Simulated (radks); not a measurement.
Task: The mean radii <r> (bohr) of the occupied orbitals of an atom or ion are listed with their occupations. Method: scalar-relativistic Kohn-Sham, r2SCAN, spin-unpolarised, spherical densities, finite nucleus; meta-GGA in the generalised Kohn-Sham scheme; Fermi nuclear charge, rms radius of each element as measured or else 0.836 A^(1/3) + 0.57 fm; computed with a radial shooting solver on a logarithmic mesh with Libxc functionals.

| orbital | occ. | <r> |
|---|---|---|
| 1s | 2 | 0.06357 |
| 2s | 2 | 0.2924 |
| 2p | 6 | 0.2597 |
| 3s | 2 | 0.8782 |
| 3p | 6 | 0.9242 |
| 3d | 2 | 1.066 |
| 4s | 2 | 2.481 |

Name the element and its charge.

Result: Z = 24, chromium, charge +2: Cr2+ in [Ar] 3d2 4s2. The 1s radius gives Z: for a bare nucleus <r> = (2 gamma + 1)/(2Z) with gamma = sqrt(1 - (Z/c)^2), 0.06186 bohr for Z = 24, and screening makes it slightly larger (0.06357 here). The occupations add up to 22, and the charge is Z minus that.
